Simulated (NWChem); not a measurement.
System: SnNH3O, singlet; SMILES [NH2][Sn][OH]

```xyz
6

Sn    -0.3822     0.0263     0.0000
O      0.9806     1.4952     0.0000
H      1.9009     1.2072     0.0000
N      0.9582    -1.5102     0.0000
H      1.9711    -1.4257     0.0000
H      0.6849    -2.4883     0.0000
```
Atoms are numbered in this order, from 1.

Program: NWChem. Medium grid unless said otherwise, to which SCAN and Minnesota functionals are sensitive. Low-valent species are run as closed-shell singlets; no triplet was tried in these runs. All runs use the structure optimised with PBE0/def2-SVP. def2 effective core potentials on Sn; no spin-orbit coupling. Hybrids' shares of exact exchange are those that their runs print; pure functionals count as 0. The functionals differ in more than this share.

```
row                 share of exact exchange  highest occupied level (eV)
------------------  -----------------------  ---------------------------
PBE/def2-SVP                           0.00                        -5.59
M06-L/def2-SVP                         0.00                        -5.81
B3LYP/def2-SVP                         0.20                        -6.71
B97-2/def2-SVP                         0.21                        -6.73
PW6B95/def2-SVP                        0.28                        -7.08
MN15/def2-SVP                          0.44                        -7.79
BHandHLYP/def2-SVP                     0.50                     withheld
```

Problem. Fit a straight line of the last column on the one before it, predict the withheld value, and compare with the run.

Solution. 
1. Means of the 6 shown rows: x = 0.188, y = -6.618. Slope Σ(x − x̄)(y − ȳ)/Σ(x − x̄)² = -0.6866/0.1433 = -4.792; intercept -5.716.
2. The shown rows scatter about the line by 0.068 (root mean square); the largest residual is +0.13, at PBE/def2-SVP.
3. At x = 0.50 (BHandHLYP/def2-SVP; beyond the shown range) the line gives -8.11.
4. The run gives -8.18, -0.07 from the line, 1.0 times the scatter.
